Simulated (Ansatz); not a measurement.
Reaction (SMILES): [F][Ge]([F])[F] → 3 F atom + Ge atom
B3LYP-D3(BJ)/def2-TZVP geometries, fixed; electronic energies without zero-point terms.

Basis-set convergence of the atomisation energy at r2SCAN with Ansatz (a first-principles code). Cartesian d functions, on some or all atoms, in 3-21G; all else is spherical. The program fits the integrals of some runs and decomposes those of others, by size. Open shells are unrestricted. No added dispersion term, no relativity. Functions are those of the species that has most. Reference: the value in pcseg-4, 336.40 kcal/mol, itself unsure by roughly 0.30 kcal/mol (its mean distance from aug-pcseg-3, aug-cc-pVQZ, cc-pV5Z).

```tsv
basis	functions	atomisation energy (kcal/mol)
pcseg-0	49	317.36
3-21G	50	___
def2-SVP	74	330.39
6-311G**	98	___
aug-pcseg-1	105	___
def2-SVPD	107	___
cc-pVTZ	133	335.14
def2-TZVPP	141	335.05
def2-TZVPPD	174	335.45
aug-cc-pVTZ	197	335.05
aug-pcseg-2	197	335.71
def2-QZVPPD	293	336.26
aug-cc-pVQZ	333	336.94
```

Problem. What belongs in the gaps?

Solution. 
- 3-21G, atomisation energy (kcal/mol): 343.99
- 6-311G**, atomisation energy (kcal/mol): 322.35
- aug-pcseg-1, atomisation energy (kcal/mol): 326.40
- def2-SVPD, atomisation energy (kcal/mol): 330.25
